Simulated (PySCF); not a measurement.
(3R)-1-fluoro-3-methylcyclobutene (C5H7F), SMILES [C@H]1(CC(F)=C1)C.

Geometry: r2SCAN-D4/def2-SVP.

Level of theory: r2SCAN-D4/def2-SVP (PySCF).

Frequencies are harmonic and unscaled.

```
mode  ν (cm⁻¹)  IR (km/mol)  Raman (Å⁴/amu)  depolarisation  moving atoms (share of kinetic energy)
----  --------  -----------  --------------  --------------  --------------------------------------
1          138          0.1             0.3            0.70                  C 51 %, F 28 %, H 21 %
2          256          0.0             0.2            0.62                          H 85 %, C 10 %
3          312          0.3             1.5            0.74                   C 49 %, H 42 %, F 9 %
4          438          5.7             2.0            0.74                  C 53 %, H 36 %, F 11 %
5          442          4.1             3.4            0.73                  C 51 %, H 29 %, F 21 %
6          452          0.6             2.1            0.22                   C 58 %, H 34 %, F 9 %
7          646          7.1             5.1            0.43                  C 44 %, F 38 %, H 17 %
8          784         13.0             2.4            0.21                          C 54 %, H 42 %
9          817         30.7             3.3            0.69                          H 63 %, C 36 %
10         886          2.1            11.5            0.73                          C 52 %, H 48 %
11         919          6.7             2.1            0.74                          H 79 %, C 21 %
12         983         33.6             7.6            0.09                          C 77 %, H 16 %
13        1029         10.3             2.5            0.43                          H 58 %, C 37 %
14        1058          1.5             7.4            0.74                          H 71 %, C 29 %
15        1074          3.6             7.1            0.75                          H 64 %, C 35 %
16        1156          0.4             4.0            0.13                          H 53 %, C 47 %
17        1161          3.2             2.5            0.67                          H 62 %, C 37 %
18        1198          6.6             4.7            0.57                          H 62 %, C 37 %
19        1228         15.8             4.6            0.41                          H 54 %, C 41 %
20        1333        124.0             2.0            0.73                          C 64 %, H 34 %
21        1349         40.3             6.4            0.74                          C 49 %, H 47 %
22        1384          3.3             2.9            0.75                          H 71 %, C 29 %
23        1443          8.1            18.3            0.57                          H 82 %, C 18 %
24        1464          5.8            14.5            0.68                                  H 95 %
25        1468          4.1            17.7            0.75                                  H 96 %
26        1729        154.5            20.1            0.08                                  C 93 %
27        3024         28.9           119.1            0.01                                  H 97 %
28        3030         29.1           138.7            0.36                                  H 92 %
29        3043         24.8           182.3            0.09                                  H 95 %
30        3107         12.9            97.3            0.73                          H 90 %, C 10 %
31        3122         23.5            70.8            0.69                           H 91 %, C 9 %
32        3123         18.9            79.8            0.72                           H 91 %, C 9 %
33        3228          3.5           120.5            0.29                           H 91 %, C 9 %
```
